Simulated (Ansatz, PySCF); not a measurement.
Energy difference R1 → P1 + P2, each structure at its B3LYP-D3(BJ)/def2-TZVP stationary point, reached from a drawn start (curvature not checked).
P1: CH4 (SMILES C), charge 0, multiplicity 1.
P2: CH2O (SMILES C=O), charge 0, multiplicity 1.
R1, C2H6O (SMILES COC) (charge 0, multiplicity 1):
```xyz
9

C      1.168     0.056    -0.083
O     -0.036     0.256    -0.788
C     -1.172    -0.028    -0.004
H      1.272    -0.986     0.247
H      1.230     0.707     0.799
H      1.987     0.297    -0.760
H     -1.179    -1.074     0.330
H     -2.050     0.153    -0.623
H     -1.221     0.619     0.882
```

P less R. No zero-point or thermal terms.

Correlated levels freeze the cores. CBS: X⁻³ extrapolation of the correlation energy, Hartree–Fock from the larger set.

Programs: Ansatz (Gaussian basis) for Hartree–Fock, density functionals and correlated methods; PySCF for the D3/D4 terms. No computed number here is a measurement.

The comparison value is 17.7 kJ/mol (CCSD(T)/CBS(cc-pVTZ, cc-pVQZ)). It is a level with limits of its own, not the exact answer.

Problem. Order these levels by how close they come to the comparison value for the reaction energy, closest first: CAM-B3LYP-D4/def2-TZVPP, B3LYP-D3(BJ)/def2-TZVPP, SVWN5/def2-TZVPP, B3LYP/def2-TZVPP, CAM-B3LYP/def2-TZVPP. Give each level's value less the comparison value.

Solution. CAM-B3LYP/def2-TZVPP (2.1 kJ/mol), B3LYP-D3(BJ)/def2-TZVPP (-4.3 kJ/mol), CAM-B3LYP-D4/def2-TZVPP (6.2 kJ/mol), B3LYP/def2-TZVPP (-12.3 kJ/mol), SVWN5/def2-TZVPP (47.2 kJ/mol)

Ansatz is a program for electronic structure.
